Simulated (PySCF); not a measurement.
C₂H₆BO₂, SMILES CO[B]OC (connectivity only; charge and spin as stated), charge +1, multiplicity 1.

Coordinates come from a PBE0-D3(BJ)/def2-SVP optimisation. The spin state was assumed, not searched. The isomer is the one that the SMILES or the coordinates give; other isomers of the formula were not compared. The values are those of a single conformer.

Two levels are set side by side: PBE/def2-TZVP (PySCF) and B3LYP/def2-TZVP (PySCF). Same geometry, gas phase. Differences are taken from unrounded values.

```csv
quantity,PBE
orbital gap (eV),7.26
highest occupied level (eV),-13.35
lowest empty level (eV),-6.08
mean polarisability (bohr³),43.0
```

**Question.** These are the PBE values. What does B3LYP give? (An estimate is asked for; the answer gives what the named calculation found.)

**Answer.** 
```csv
quantity,B3LYP,PBE minus B3LYP
orbital gap (eV),9.23,-1.97
highest occupied level (eV),-14.66,1.31
lowest empty level (eV),-5.42,-0.66
mean polarisability (bohr³),41.4,1.6
```

Without exact exchange PBE keeps part of each electron's self-repulsion, which lifts occupied levels and narrows the gap. Loosely held outer electrons make PBE densities more polarisable. Differences between two approximate levels are no errors against the true value.

Rough cost on one machine, each run with all the roots and properties that it gave: B3LYP against PBE within a factor of 2.
